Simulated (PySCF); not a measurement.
**Ionisation energy of Yb⁺ by level of theory**

Yb⁺ [Xe] 4f14 6s1 (2S) → Yb²⁺ [Xe] 4f14 (1S), as a difference of total energies. Calculation: PySCF 2.14, in x2c-TZVPPall; scalar relativity by spin-free X2C-1e. Correlated levels: valence: [Kr] 4d10 frozen; valence and next inner shell: [Ar] 3d10 frozen. The calculations carry no spin-orbit coupling.

```csv
method,ionisation energy (eV),error (eV)
UHF,11.257,-0.922
MN15,11.955,-0.224
M06-2X,12.077,-0.102
B2PLYP,12.244,+0.065
MP2 (valence),12.175,-0.004
SCS-MP2 (valence),12.004,-0.175
MP2 (valence and next inner shell),12.205,+0.026
SCS-MP2 (valence and next inner shell),12.028,-0.151
```

Reference: 12.179 eV (measured; NIST Atomic Spectra Database, ionization energies).

Errors of the correlated levels include the incompleteness of this basis and the frozen core.
